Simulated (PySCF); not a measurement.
Sb: ionisation energy

Sb [Kr] 4d10 5s2 5p3 (4S) → Sb⁺ [Kr] 4d10 5s2 5p2 (3P), as a difference of total energies. All numbers are calculated (PySCF 2.14, a scalar-relativistic core potential, in def2-SVP with the def2 core potential (28 electrons)). Correlated levels: valence: 4s2 4p6 4d10 frozen. The calculations carry no spin-orbit coupling.

```json
{"method": "UHF", "ionisation energy (eV)": "8.595", "error (eV)": "-0.529"}
{"method": "M06-L", "ionisation energy (eV)": "8.709", "error (eV)": "-0.415"}
{"method": "MN15", "ionisation energy (eV)": "9.018", "error (eV)": "-0.106"}
{"method": "MP2 (valence)", "ionisation energy (eV)": "8.879", "error (eV)": "-0.245"}
{"method": "SCS-MP2 (valence)", "ionisation energy (eV)": "8.780", "error (eV)": "-0.344"}
{"method": "CCSD (valence)", "ionisation energy (eV)": "8.841", "error (eV)": "-0.283"}
{"method": "CCSD(T) (valence)", "ionisation energy (eV)": "8.844", "error (eV)": "-0.280"}
```

Reference: 9.124 eV (measured; NIST levels, between the centres of gravity of the two terms).

Errors of the correlated levels include the incompleteness of this basis and the frozen core.
